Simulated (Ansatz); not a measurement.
FGeH6NSi, SMILES `F[SiH2][NH][GeH3]` from Hartree–Fock to CCSD(T)

```tsv
atom	x (Å)	y (Å)	z (Å)
F1	-1.4776	-1.4520	-1.5068
Si2	-0.9523	0.0407	-1.2438
N3	-0.4715	0.3144	0.3613
Ge4	1.1625	-0.0790	1.1249
H5	0.2223	0.2170	-2.1266
H6	-2.0863	0.9320	-1.5807
H7	-1.1945	0.5641	1.0204
H8	2.1057	-0.4046	-0.0390
H9	1.0380	-1.2803	2.0787
H10	1.6537	1.1477	1.9116
```

The species carries charge 0 and has multiplicity 1. Correlated methods include outer-core shells of Ge, which these sets cover unevenly. Scalar relativity is left out up to krypton. The structure was optimised at the PBE0-D4/def2-TZVP level. It is one conformer, not always the lowest. Frozen core, restricted reference, the Gaussian-basis code of Ansatz.

```json
{"basis": "def2-SVP", "HF (Eh)": "-2521.29698", "MP2 corr.": "-0.68778", "CCSD corr.": "-0.72180", "(T)": "-0.01653", "CCSD(T) total": "-2522.03531"}
{"basis": "def2-TZVPP", "HF (Eh)": "-2521.87104", "MP2 corr.": "-0.84845", "CCSD corr.": "-0.87997", "(T)": "-0.02904", "CCSD(T) total": "-2522.78005"}
{"basis": "def2-QZVPP", "HF (Eh)": "-2521.93081", "MP2 corr.": "-1.16131", "CCSD corr.": "–", "(T)": "–", "CCSD(T) total": "–"}
```
